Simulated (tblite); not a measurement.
Species: CH₁₀SSi₃.
SMILES with atom numbers: `[CH3:1][S:2][SiH2:3][SiH2:4][SiH3:5]` (hydrogens: H6, H7, H8 on C1; H9, H10 on Si3; H11, H12 on Si4; H13, H14, H15 on Si5)

Geometry (GFN2-xTB, Å), atoms numbered from 1 in this order:
```
atom  x, y, z in Å
C1    -2.8302   -0.4779    0.5044
S2    -1.9584    1.0813    0.8424
Si3   -0.6316    1.1260   -0.8569
Si4    0.9211   -0.5989   -0.7384
Si5    3.0625    0.0211   -0.1026
H6    -3.5334   -0.6308    1.3159
H7    -2.1201   -1.2991    0.4683
H8    -3.3649   -0.3985   -0.4374
H9    -1.5254    1.1259   -2.0189
H10   -0.0744    2.4671   -0.7277
H11    0.9266   -1.2694   -2.0506
H12    0.4170   -1.6564    0.1596
H13    3.7038   -0.9608    0.7735
H14    3.9369    0.1768   -1.2673
H15    3.0660    1.3015    0.6081
```

Computed with GFN2-xTB (tblite): harmonic, unscaled wavenumbers at the GFN2-xTB geometry, gas phase. Errors from tens to a few hundred cm⁻¹ against measured bands are possible. Modes of hydrogen on silicon can be 10 to 20 % off. One conformer, not necessarily the lowest. The optimisation stopped once no atom felt more than 0.01 eV/Å.

Lowest wavenumbers of the output (negative numbers stand for imaginary wavenumbers):
```
mode    cm-1
  1     -34.8
  2     -15.6
  3      61.7
  4      95.2
  5     102.0
  6     125.7
  7     192.8
  8     331.4
```

Problem. Is this structure a minimum?

Solution. Not by this Hessian. 1 mode is imaginary beyond 20i (35i cm⁻¹), and 1 more slightly so (15.6i). The curvature is small, so loose convergence or finite differences may be the whole cause.

Problem. Which atoms move in the imaginary modes?

Solution. 35i: H13 (Si–H hydrogen) 33 %, H14 (Si–H hydrogen) 33 %, H15 (Si–H hydrogen) 31 %; 16i: Si5 (SiH3 silicon) 26 %, Si4 (SiH2 silicon) 22 %, S2 (sulfur bonded to C and Si) 12 %, Si3 (SiH2 silicon) 11 %. These are shares of the mass-weighted motion.

Problem. What is the remedy?

Solution. Step along such a mode in both directions, optimise again with tighter thresholds and repeat the frequencies. The zero-point energy of this point (59.4 kcal/mol) counts the 37 real modes alone, and thermal corrections from it aren't those of a minimum.

Time: 0.97 s wall. Hardware: one thread, Arm Neoverse N1 (aarch64), no GPU, on a shared host. This covers the Hessian and the dipole derivatives.
